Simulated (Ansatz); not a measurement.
`CN(C)[SiH]` + HBr → `[SiH]Br` + dimethylamine at 600 K and 1 bar (ligand exchange at the Si–N bond).

Gas-phase electronic energies from Ansatz, PBE0-D4/def2-TZVP geometries. CCSD(T)/CBS adds triple-zeta CCSD(T) − MP2 to the extrapolated MP2 energy (def2 sets, frozen cores). For Br outer-core shells are correlated without core-valence functions, which leaves a few kJ/mol of doubt a bond. Scalar relativity is left out up to krypton.

```
     species  CCSD(T)/CBS energy (Eh)  H − E (kJ/mol)  S (J/(mol·K))
`CN(C)[SiH]`               -424.06348           289.9          385.3
         HBr              -2573.91920            33.5          219.1
   `[SiH]Br`              -2862.97869            44.0          294.9
       `CNC`               -135.00321           284.6          333.5
```

H − E and S are ideal-gas, rigid-rotor, harmonic terms from PBE0-D4/def2-TZVP. 1 Eh = 2625.50 kJ/mol, R = 8.31446 J/(mol·K).

**Question.** By hand: ΔE, ΔH, ΔS and ΔG.

**Answer.** ΔE = (-2862.97869) + (-135.00321) − (-424.06348) − (-2573.91920) = 0.00078 Eh = 2.0 kJ/mol. Δ(H − E) = 44.0 + 284.6 − 289.9 − 33.5 = 5.2, so ΔH = 7.2 kJ/mol. ΔS = 294.9 + 333.5 − 385.3 − 219.1 = 24.0 J/(mol·K). ΔG = 7.2 − 600 × (24.0)/1000 = -7.2 kJ/mol.

**Question.** By hand: the equilibrium constant, and the temperature at which ΔG would vanish if ΔH and ΔS stayed fixed.

**Answer.** log₁₀ K = −ΔG/(RT ln 10) = 0.6. ΔG = 0 at ΔH/ΔS = 300 K, though so small a ΔH makes that figure unsure.

TΔS isn't small against ΔH here. A doubt of 5 kJ/mol in ΔE shifts log₁₀ K by 0.4 here. These are equilibria of isolated gas molecules and say nothing of rates. Largest T1 diagnostic: 0.015 (customary marks: 0.02 for closed shells, 0.045 for open ones).
